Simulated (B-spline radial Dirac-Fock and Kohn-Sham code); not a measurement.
Mn: photoemission with 159 eV photons

System: neutral manganese in the configuration [Ar] 3d5 4s2.

Model: the independent-particle Dirac-Slater model, thresholds from Dirac-Fock. Program: a B-spline atomic structure program. The asymmetry parameter β is from the dipole term alone. Kinetic energies are from the vacuum level. Open shells are spread statistically over j, without multiplet splitting.

```csv
subshell,electrons,binding (eV),kinetic (eV),σ (kb),β
3s,2,100.9,58.14,313,2.00
3p1/2,2,64.11,94.89,336,1.11
3p3/2,4,62.88,96.12,700,1.12
3d3/2,2,11.09,147.9,567,1.10
3d5/2,3,10.97,148.0,?,?
4s,2,6.64,152.4,26.5,2.00
```

Problem. What are σ and β for 3d5/2?

Solution. σ = 842 kb, the largest of all subshells and 30 % of the total, and β = 1.10.

At such low photon energies correlation between channels can change these cross sections by tens of per cent.

Run: 6.6 s of CPU time on 1 thread of AMD EPYC 7R43 64-Core Processor (shared host), peak memory 0.46 GiB.

Values without a named source are computed, but for edge energies of neutral atoms, which are taken from tables.
